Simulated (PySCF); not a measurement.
Job file and geometry (Å, from GFN2-xTB) of an NMR shielding run on SMILES C=C(C)COB(N)C#CC, C7H12BNO, PySCF 2.14.0, density-fitted response routines, GIAO PBE0/pcSseg-1 NMR shielding, non-relativistic, gas phase; density fitting, a coarse starting grid and PySCF grid level 2 are the driver's defaults:

```
$ OMP_NUM_THREADS=1 python probes_run.py task.json out

{"job": {"kind": "nmr", "xc": "PBE0", "basis": "pcSseg-1"}, "charge": 0, "multiplicity": 1}
C     -1.924261     0.553468    -0.877630
C     -1.715830     0.077424     0.337406
C     -2.137234     0.796160     1.583506
C     -1.029087    -1.244786     0.592439
O     -0.473324    -1.842615    -0.543966
B      0.695732    -1.392622    -1.095602
N      1.136575    -2.040703    -2.257275
C      1.516713    -0.247740    -0.497959
C      2.113885     0.665578     0.011768
C      2.845770     1.764812     0.604785
H     -2.413264     1.498781    -1.039806
H     -1.605446     0.016964    -1.753933
H     -2.723607     1.678096     1.340802
H     -2.730017     0.140695     2.220479
H     -1.259438     1.104885     2.150871
H     -0.256963    -1.088605     1.361268
H     -1.766262    -1.955438     0.992743
H      0.620874    -2.796558    -2.670452
H      1.988507    -1.812935    -2.734598
H      3.370412     2.325264    -0.169108
H      2.159174     2.433909     1.124145
H      3.576683     1.385352     1.319269
```

Q: Write the output of this run.

A: 
```
coarse grid: 18280 points
cycle   1  E = -428.0623636020  dE =  1.331e+00  |g| = 7.624e-01  |ddm| = 4.402e+00
cycle   2  E = -427.9711270563  dE =  9.124e-02  |g| = 1.031e+00  |ddm| = 1.601e+00
cycle   3  E = -428.1814456825  dE = -2.103e-01  |g| = 2.039e-01  |ddm| = 1.043e+00
cycle   4  E = -428.1903661835  dE = -8.921e-03  |g| = 6.689e-02  |ddm| = 1.996e-01
cycle   5  E = -428.1911800436  dE = -8.139e-04  |g| = 3.407e-02  |ddm| = 6.371e-02
cycle   6  E = -428.1914400056  dE = -2.600e-04  |g| = 5.761e-03  |ddm| = 2.782e-02
cycle   7  E = -428.1914465802  dE = -6.575e-06  |g| = 2.001e-03  |ddm| = 5.543e-03
final grid: 176328 points
cycle   8  E = -428.2585421648  dE = -4.314e-05  |g| = 1.318e-02  |ddm| = 4.462e-02
cycle   9  E = -428.2585040800  dE =  3.808e-05  |g| = 1.938e-02  |ddm| = 2.198e-02
cycle  10  E = -428.2585778441  dE = -7.376e-05  |g| = 2.120e-03  |ddm| = 1.347e-02
cycle  11  E = -428.2585788340  dE = -9.900e-07  |g| = 2.119e-04  |ddm| = 1.895e-03
cycle  12  E = -428.2585788394  dE = -5.355e-09  |g| = 1.567e-04  |ddm| = 3.022e-04
cycle  13  E = -428.2585788451  dE = -5.707e-09  |g| = 3.410e-05  |ddm| = 1.536e-04
cycle  14  E = -428.2585788453  dE = -2.457e-10  |g| = 1.366e-05  |ddm| = 3.902e-05
converged SCF energy = -428.2585788453

GIAO shielding tensors (ppm)
atom      isotropic    diamagn.    paramagn.     s11        s22        s33       span
  0 C       71.989     255.271    -183.282    -34.867     86.608    164.226    199.092
  1 C       33.091     265.666    -232.575    -88.359     34.774    152.858    241.217
  2 C      164.746     247.523     -82.776    150.198    155.517    188.523     38.325
  3 C      113.851     247.438    -133.586     91.317     98.370    151.867     60.550
  4 O      221.133     396.872    -175.739     78.362    257.942    327.095    248.733
  5 B       79.630     197.686    -118.056     56.536     82.799     99.554     43.019
  6 N      186.646     317.975    -131.329    115.043    202.322    242.572    127.529
  7 C      100.538     260.669    -160.131     10.148     18.673    272.793    262.645
  8 C       80.273     276.658    -196.385     -7.573     -4.452    252.845    260.418
  9 C      181.188     252.906     -71.719    173.098    173.846    196.619     23.522
 10 H       26.409      32.580      -6.171     23.512     25.716     29.998      6.486
 11 H       26.448      34.038      -7.590     23.346     25.371     30.627      7.281
 12 H       29.779      30.259      -0.479     25.866     28.302     35.170      9.304
 13 H       30.151      28.806       1.345     26.113     28.294     36.045      9.932
 14 H       29.937      32.215      -2.278     25.868     29.050     34.893      9.026
 15 H       27.142      34.352      -7.209     23.857     27.422     30.147      6.290
 16 H       27.248      30.340      -3.092     22.412     27.538     31.794      9.382
 17 H       28.859      30.787      -1.928     23.247     25.924     37.407     14.160
 18 H       28.847      31.005      -2.157     23.247     26.761     36.535     13.288
 19 H       29.727      27.429       2.298     24.640     27.831     36.710     12.070
 20 H       29.748      33.004      -3.256     24.223     29.147     35.874     11.651
 21 H       29.744      27.561       2.182     24.888     27.725     36.618     11.731
```

Size and cost of the density-fitted run: 230 basis functions, 2.5 min wall time on 1 thread of an Intel Xeon, shared host; peak memory 1.1 GiB.
